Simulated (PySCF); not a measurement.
PySCF job for C2H8InNO, SMILES [OH][In]([CH2]C)[NH2], IEF-PCM-ωB97X/def2-SVP. Geometry: B3LYP-D3(BJ)/def2-SVP. The def2 effective core potentials stand for the cores of In; spin–orbit coupling is left out. One conformer was computed; it need not be the lowest.

```python
import numpy as np
from pyscf import gto, scf, dft
from pyscf.solvent import pcm

mol = gto.M(
    atom='''
    In    0.04523799    0.00257779    0.31350959
    C     0.60926321   -0.92499920   -1.57269918
    C    -0.10492402   -0.31332382   -2.77942510
    H     0.41197066   -2.00485901   -1.48343773
    H     1.70240069   -0.80888181   -1.65215168
    H     0.07939545    0.76907466   -2.86002639
    H    -1.19658695   -0.44900076   -2.72190326
    H     0.23437058   -0.77982158   -3.72126734
    O    -0.76262702    1.84998838    0.13497225
    H    -1.07715086    2.21241953    0.97394971
    N     0.00592313   -0.70695676    2.23806558
    H     0.01796295   -0.02293620    2.99290150
    H     0.64449525   -1.46357779    2.47647422
    ''',
    basis='def2-SVP',
    ecp={'In': 'def2-svp'},
    charge=0,
    spin=0,
    max_memory=1600,
    verbose=3,
)
mf = dft.RKS(mol, xc='wb97x').density_fit(auxbasis='def2-universal-jkfit')
mf.grids.level = 3
mf.conv_tol = 1e-9
mf.max_cycle = 100
mf.kernel()
res = {}
for name, eps in {'water': 78.355, 'benzene': 2.2706, 'methanol': 32.613}.items():
    s = mf.PCM()
    s.with_solvent.method, s.with_solvent.eps, s.with_solvent.lebedev_order = 'IEF-PCM', eps, 29
    s.kernel(mf.make_rdm1())
    res[name] = (s.e_tot, eps, s.dip_moment(), s.mo_energy, s.converged)
    print(f'{name}: electrostatic solvation free energy {(s.e_tot - mf.e_tot) * 627.509474:.3f} kcal/mol')
```

It prints:

```
converged SCF energy = -400.963263770862

WARN: PCM is an experimental feature. It is still in testing.
Features and APIs may be changed in the future.

converged SCF energy = -400.978204807956
Dipole moment(X, Y, Z, Debye):  1.99579, -1.72276,  1.34689
water: electrostatic solvation free energy -9.376 kcal/mol

WARN: PCM is an experimental feature. It is still in testing.
Features and APIs may be changed in the future.

converged SCF energy = -400.969767348738
Dipole moment(X, Y, Z, Debye):  1.72114, -1.51730,  1.13933
benzene: electrostatic solvation free energy -4.081 kcal/mol

WARN: PCM is an experimental feature. It is still in testing.
Features and APIs may be changed in the future.

converged SCF energy = -400.977743247975
Dipole moment(X, Y, Z, Debye):  1.97935, -1.71129,  1.33412
methanol: electrostatic solvation free energy -9.086 kcal/mol
```

Self-consistency was reached.

Cost: about 3 core-minutes (a rough figure).
